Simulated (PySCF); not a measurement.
Isomers of C2H10F3PSi3, one GFN2-xTB conformer each. Single-point energies are computed at PBE0/pcSseg-1 (PySCF, gas phase, no added dispersion term), electronic only.

| SMILES | GFN2-xTB relative energy (kcal/mol) |
| --- | --- |
| FC(F)(F)C[SiH2]P([SiH3])[SiH3] | 24.7 |
| FC(F)(F)[SiH2]C[SiH2]P[SiH3] | 44.7 |
| F[SiH2]C(F)(F)C[SiH2]P[SiH3] | 0.0 |
| FC(F)(F)C[SiH2]P[SiH2][SiH3] | 39.5 |

Conformers: `[F:1][C:2]([F:3])([F:4])[CH2:5][SiH2:6][P:7]([SiH3:8])[SiH3:9]` with C2–C5–Si6–P7 -179°, C5–Si6–P7–Si8 -179°; `[F:1][C:2]([F:3])([F:4])[SiH2:5][CH2:6][SiH2:7][PH:8][SiH3:9]` with C2–Si5–C6–Si7 -57°, Si5–C6–Si7–P8 -165°, C6–Si7–P8–Si9 -172°; `[F:1][SiH2:2][C:3]([F:4])([F:5])[CH2:6][SiH2:7][PH:8][SiH3:9]` with F1–Si2–C3–F4 -165°, Si2–C3–C6–Si7 179°, C3–C6–Si7–P8 172°, C6–Si7–P8–Si9 173°; `[F:1][C:2]([F:3])([F:4])[CH2:5][SiH2:6][PH:7][SiH2:8][SiH3:9]` with C2–C5–Si6–P7 175°, C5–Si6–P7–Si8 171°, Si6–P7–Si8–Si9 74°.

Question: What does PBE0/pcSseg-1 give for the same structures?

Answer: 
```
                        SMILES  PBE0/pcSseg-1 E (Eh)  PBE0/pcSseg-1 (kcal/mol)  GFN2-xTB (kcal/mol)  point group
  F[SiH2]C(F)(F)C[SiH2]P[SiH3]           -1590.69311                       0.0                  0.0           C1
FC(F)(F)C[SiH2]P([SiH3])[SiH3]           -1590.67344                      12.3                 24.7           C1
  FC(F)(F)C[SiH2]P[SiH2][SiH3]           -1590.66346                      18.6                 39.5           C1
  FC(F)(F)[SiH2]C[SiH2]P[SiH3]           -1590.65678                      22.8                 44.7           C1
```

Both levels put the same isomer lowest; measured from each level's own lowest isomer, the values differ by up to 21.9 kcal/mol (FC(F)(F)[SiH2]C[SiH2]P[SiH3]: 44.7 against 22.8). As drawn, the lowest has an Si–F bond, which the highest lacks.

Question: Which frontier levels, dipoles and rotational constants go with these structures?

Answer: 
| SMILES | HOMO (eV, PBE0/pcSseg-1) | LUMO (eV) | dipole (D) | A, B, C (MHz) |
| --- | --- | --- | --- | --- |
| F[SiH2]C(F)(F)C[SiH2]P[SiH3] | -7.38 | -0.30 | 0.67 | 2004, 295.3, 276.9 |
| FC(F)(F)C[SiH2]P([SiH3])[SiH3] | -7.36 | -0.32 | 2.43 | 1541, 364.1, 323.8 |
| FC(F)(F)C[SiH2]P[SiH2][SiH3] | -7.56 | -0.48 | 2.38 | 1814, 293.4, 274.3 |
| FC(F)(F)[SiH2]C[SiH2]P[SiH3] | -7.40 | -0.22 | 1.87 | 1877, 303.6, 281.6 |
